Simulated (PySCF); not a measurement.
## Mayer bond orders and bond lengths

Species: C3H10AsNSi.
Numbering: `[CH2:1]=[CH:2][CH2:3][Si@@H:4]([NH2:5])[AsH2:6]` (hydrogens: H7, H8 on C1; H9 on C2; H10, H11 on C3; H12 on Si4; H13, H14 on N5; H15, H16 on As6)

Geometry (PBE0-D3(BJ)/def2-SVP, Å), atoms numbered from 1 in this order:
```
atom  x, y, z in Å
C1     0.7235    2.3712    0.4250
C2     1.1358    1.1049    0.3115
C3     0.8926    0.2137   -0.8580
Si4   -0.3602   -1.1407   -0.4247
N5     0.2853   -2.2010    0.7872
As6   -2.2413   -0.1024    0.5785
H7     0.8993    2.9468    1.3372
H8     0.1989    2.8786   -0.3916
H9     1.6504    0.6401    1.1617
H10    1.8226   -0.2985   -1.1658
H11    0.5204    0.7755   -1.7308
H12   -0.7085   -1.8660   -1.6929
H13    0.9058   -2.9634    0.5398
H14   -0.2672   -2.4306    1.6043
H15   -2.2294    1.0254   -0.4457
H16   -3.2320   -0.9263   -0.2394
```

Bond orders from the PBE0/pcSseg-1 density (PySCF). One conformer (not necessarily the lowest) at the PBE0-D3(BJ)/def2-SVP geometry, without solvent, vibrations or thermal averaging. The calculation is non-relativistic, for arsenic too.

(1) How far do the computed orders between heavy atoms stray from the drawn ones?

(2) Give the Mayer order of every bond, beside its length.

Results:

(1) The largest departure is 0.133, at C3–Si4 (drawn single, 0.867). Drawn single, order below 0.88: C3–Si4 (0.867).

(2) 
```json
{"bond": "C1–C2", "drawn as": "double", "length (Å)": "1.337", "Mayer order": "1.958"}
{"bond": "C2–C3", "drawn as": "single", "length (Å)": "1.490", "Mayer order": "1.040"}
{"bond": "C3–Si4", "drawn as": "single", "length (Å)": "1.895", "Mayer order": "0.867"}
{"bond": "Si4–N5", "drawn as": "single", "length (Å)": "1.735", "Mayer order": "1.025"}
{"bond": "Si4–As6", "drawn as": "single", "length (Å)": "2.371", "Mayer order": "0.921"}
{"bond": "C1–H7", "drawn as": "single", "length (Å)": "1.093", "Mayer order": "0.954"}
{"bond": "C1–H8", "drawn as": "single", "length (Å)": "1.095", "Mayer order": "0.954"}
{"bond": "C2–H9", "drawn as": "single", "length (Å)": "1.097", "Mayer order": "0.952"}
{"bond": "C3–H10", "drawn as": "single", "length (Å)": "1.105", "Mayer order": "0.932"}
{"bond": "C3–H11", "drawn as": "single", "length (Å)": "1.103", "Mayer order": "0.942"}
{"bond": "Si4–H12", "drawn as": "single", "length (Å)": "1.502", "Mayer order": "0.899"}
{"bond": "N5–H13", "drawn as": "single", "length (Å)": "1.014", "Mayer order": "0.946"}
{"bond": "N5–H14", "drawn as": "single", "length (Å)": "1.013", "Mayer order": "0.947"}
{"bond": "As6–H15", "drawn as": "single", "length (Å)": "1.523", "Mayer order": "0.940"}
{"bond": "As6–H16", "drawn as": "single", "length (Å)": "1.526", "Mayer order": "0.939"}
```

By pair of heavy elements: C–C: lowest C2–C3 (1.040, 1.490 Å), highest C1–C2 (1.958, 1.337 Å).

Sum the orders of all bonds at each heavy atom with more than one neighbour and set the sums beside the valence in the SMILES.

C1 3.866 (drawn 4), C2 3.950 (drawn 4), C3 3.781 (drawn 4), Si4 3.712 (drawn 4), N5 2.918 (drawn 3), As6 2.800 (drawn 3). Orders between atoms that aren't bonded are not in these sums.

Mayer orders depend on the basis set.
